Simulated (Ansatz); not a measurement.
Reaction: SiN2H6 (SMILES N[SiH2]N) → SiN2H5 (SMILES N[SiH]N, doublet) + H (doublet) (the H-Si bond breaks)
Each species at its own B3LYP-D3(BJ)/def2-TZVP minimum (Ansatz, a program for electronic structure), one conformer.

Wanted: bond dissociation energy (electronic), in kcal/mol. UHF or UKS for unpaired electrons; spin-orbit terms are left out. CBS(X,Y): correlation extrapolated as X^-3, Hartree-Fock from the larger set. A bracket is a step between two methods taken in the basis named. Functionals run without relativity, which enters their misses. Double hybrids freeze cores in their MP2 part. 'core' is core correlation in cc-pwCVTZ (1s frozen past Ne), 'X2C' scalar relativity in cc-pVTZ-DK, both at CCSD(T). For partners of very few electrons the exact lower level stands in for a higher one.

CCSD(T)/CBS(cc-pV(T+d)Z,cc-pV(Q+d)Z) + [CCSDT(Q) - CCSD(T)]/cc-pV(D+d)Z + core + X2C (Ansatz) gives 98.9 kcal/mol.

Problem. How far off this value is PBE/def2-TZVPD (Ansatz), in which direction, and which of these levels come nearer: r2SCAN/def2-TZVPD, wB97M-V/def2-TZVPD, B2PLYP/def2-TZVPD, CCSD(T)/CBS(cc-pV(T+d)Z,cc-pV(Q+d)Z) + core + X2C?

Solution. PBE gives 90.5 kcal/mol, 8.4 kcal/mol below it. Differences of the others: r2SCAN/def2-TZVPD (Ansatz) -6.2; wB97M-V/def2-TZVPD (Ansatz) -0.4; B2PLYP/def2-TZVPD (Ansatz) -3.4; CCSD(T)/CBS(cc-pV(T+d)Z,cc-pV(Q+d)Z) + core + X2C (Ansatz) 0.1 kcal/mol. Nearer than PBE: r2SCAN/def2-TZVPD, wB97M-V/def2-TZVPD, B2PLYP/def2-TZVPD, CCSD(T)/CBS(cc-pV(T+d)Z,cc-pV(Q+d)Z) + core + X2C.
